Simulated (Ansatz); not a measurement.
Isolated molecules relaxed with PBE0-D4/def2-TZVP in Ansatz; ΔE leaves out vibrations. CBS: MP2 limit from def2 TZ/QZ plus the TZ coupled-cluster correction, frozen cores. This one scheme is used for every species. DFT in def2-TZVPP. For Ge outer-core shells are correlated without core-valence functions, which leaves a few kJ/mol of doubt a bond. Scalar relativity is left out up to krypton. One conformer a species, not always the lowest.

`[F][Ge]([SH])([Cl])[Cl]` + H–F → `[F][Ge]([F])([Cl])[Cl]` + H₂S  (ligand exchange at a Ge–S bond)

CCSD(T)/CBS gives -2.1 kJ/mol.

Another level gave -4.1 kJ/mol. Which?
A. PBE-QIDH/def2-TZVPP
B. BHLYP/def2-TZVPP
C. PBE0-D4/def2-TZVPP
D. r2SCANh/def2-TZVPP

A. PBE-QIDH -4.1, BHLYP -18.3, r2SCANh -10.3, PBE0-D4 1.1 kJ/mol.

Largest T1 diagnostic among the species: 0.011.

Leaving LDA and LC-ωPBE aside and taking each functional with its dispersion term where it has one, the values, not all of them listed here, spread over 20.0 kJ/mol, from B97M-V to revPBE-D4. LDA lies +4.4 kJ/mol from PBE without D4. In def2-TZVPP, CCSD(T) changes the Hartree–Fock value by +19.0 kJ/mol (the triples alone add +3.2 kJ/mol) and MP2 by +26.2 kJ/mol. At CCSD(T), def2-SVP lies −23.0 kJ/mol from the extrapolated value and def2-TZVPP −7.8 kJ/mol.
